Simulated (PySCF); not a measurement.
B(Cl)2(OH) (BCl2HO), SMILES OB(Cl)Cl. The structure is a stationary point at PBE-D3(BJ)/def2-SVP. One conformer was computed; it need not be the lowest.

Computed with PBE-D3(BJ)/def2-SVP in PySCF 2.14.0.

Harmonic wavenumbers (cm⁻¹): 260, 348, 485, 552, 566, 844, 1097, 1360, 3728. Rotational constants (GHz): 7.015, 3.026, 2.114; symmetry number 1.

### Question
Work out the zero-point energy and the ideal-gas rigid-rotor harmonic-oscillator thermochemistry at 298.15 K and 1 atm.

### Answer
ZPE = ½ Σ hcν = ½ × 9240 cm⁻¹ = 13.21 kcal/mol. H − E(el) = 16.54 kcal/mol. Entropy in cal/(mol K): translation 39.68, rotation 26.37, vibration 4.84, total 70.90. G − E(el) = -4.59 kcal/mol. Cp = 15.78 cal/(mol K).
